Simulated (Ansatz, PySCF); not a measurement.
Species: CNO (charge 0, doublet). It need not be the lowest isomer of its formula. 
Coordinates optimised at B3LYP-D3(BJ)/def2-TZVP (Ansatz, a first-principles code):
SMILES: [N]=C=O
```xyz
3

N      0.0000     0.0000    -1.2622
C      0.0000     0.0000    -0.0406
O      0.0000     0.0000     1.1348
```
Charge 0, spin multiplicity 2.

Dipole moments at this geometry, in debye (magnitudes).

| level | program | dipole (D) |
|---|---|---|
| TPSS/def2-TZVPD | PySCF | 0.77 |
| B97M-V/def2-TZVPD | Ansatz | 0.73 |
| BHLYP/def2-TZVPD | Ansatz | 0.66 |
| MN15/def2-TZVPD | PySCF | 0.66 |
| CCSD(T)/aug-cc-pVDZ | Ansatz | 0.75 |
